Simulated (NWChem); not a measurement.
System: C2H4Br2; SMILES C(Br)(C)Br

All runs: NWChem. Pople sets run with spherical d functions. Coordinates come from a PBE0/def2-SVP optimisation.

**Question.** Taking B3LYP/aug-cc-pVTZ as the yardstick, which of these has the fewest basis functions while keeping “highest occupied level (eV)” within 0.05 eV of it: B3LYP/def2-TZVP; B3LYP/3-21G; B3LYP/6-31G*; B3LYP/def2-SVP; B3LYP/STO-3G; B3LYP/def2-SVPD?

**Answer.** B3LYP/def2-SVPD.
```tsv
level	basis functions	highest occupied level (eV)
B3LYP/STO-3G	50	-4.75
B3LYP/3-21G	70	-7.16
B3LYP/6-31G*	100	-7.60
B3LYP/def2-SVP	112	-7.47
B3LYP/def2-SVPD	154	-7.74
B3LYP/def2-TZVP	182	-7.69
B3LYP/aug-cc-pVTZ	302	-7.72
```

The yardstick is one finite set, not the basis-set limit.
